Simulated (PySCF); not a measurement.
TaOF2, SMILES [F][Ta+](=[O])[F], charge +1, multiplicity 1.

Geometry optimised at r2SCAN-D4/def2-TZVP. The multiplicity is an assumed one; other spin states were not compared. The isomer is the one that the SMILES or the coordinates give; other isomers of the formula were not compared. The def2 effective core potentials stand for the cores of Ta; spin–orbit coupling is left out.

Two levels are set side by side: TDDFT-PBE/def2-SVPD (PySCF) and TDDFT-LC-ωPBE/def2-SVPD (PySCF). Vertical, same geometry. The lowest singlet is HOMO→LUMO 100 % with PBE and HOMO→LUMO 94 % with the other functional; states are paired by order. Differences are taken from unrounded values.

| quantity | TDDFT-PBE |
|---|---|
| lowest singlet excitation (eV) | 3.84 |
| lowest triplet excitation (TDA) (eV) | 3.72 |

These are the TDDFT-PBE values. What does TDDFT-LC-ωPBE give? (The exact figures need the calculation; the answer reports its results.)


```
quantity                              TDDFT-LC-ωPBE  TDDFT-PBE minus TDDFT-LC-ωPBE
------------------------------------  -------------  -----------------------------
lowest singlet excitation (eV)                 4.77                          -0.94
lowest triplet excitation (TDA) (eV)           4.62                          -0.90
```

Functionals without exact exchange tend to place singlet excitations lower, as here. Differences between two approximate levels are no errors against the true value.

Rough cost on one machine, each run with all the roots and properties that it gave: TDDFT-LC-ωPBE against TDDFT-PBE about 4 times.
